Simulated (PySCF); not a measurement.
Computed with PBE-D3(BJ)/def2-TZVP // B3LYP-D3(BJ)/def2-TZVP in PySCF. Isolated molecules, 0 K electronic values unless said otherwise. One relaxed conformer stands for a flexible species; it need not be the lowest. Excitations are Tamm–Dancoff values on a coarser integration grid. The basis has no diffuse functions, so Rydberg states are missing or too high.

Reference species (SMILES): `C=C(C#N)C[SiH3]` (neutral, multiplicity 1).

HOMO: -6.79 eV
T1 excitation (TDA): 3.60 eV
LUMO: -2.43 eV

Changed species: `C=C([SiH3])CC#N`.

Task: What does the change do to the HOMO, T1 excitation (TDA) and LUMO?

Result: the HOMO falls by 0.42 eV, to -7.21 eV; the T1 excitation (TDA) increases by 0.74 eV, to 4.34 eV; the LUMO rises by 0.51 eV, to -1.92 eV.
